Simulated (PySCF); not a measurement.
# Ni: excitation energy

Ni [Ar] 3d8 4s2 (3F) → Ni [Ar] 3d10 (1S), as a difference of total energies. Computed with PySCF 2.14 in x2c-QZVPPall, with the spin-free X2C one-electron Hamiltonian (Gaussian nucleus). Correlated levels: valence: [Ar] frozen; valence and next inner shell: [Ne] frozen. The calculations carry no spin-orbit coupling.

```
                                method  excitation energy (cm⁻¹)
                                   UHF                     51089
                                   LDA                    3449.7
                                   PBE                    8565.8
                                  PBE0                     17538
                                r2SCAN                     18561
                                 B97-3                     17714
                             BHandHLYP                     27748
                               r2SCANh                     21116
                         MP2 (valence)                   -1600.7
                     SCS-MP2 (valence)                    5400.8
    MP2 (valence and next inner shell)                    -11427
SCS-MP2 (valence and next inner shell)                   -2126.9
```

A first-order spin-orbit estimate (lowest level to lowest level, LS coupling) adds 0.138 eV.
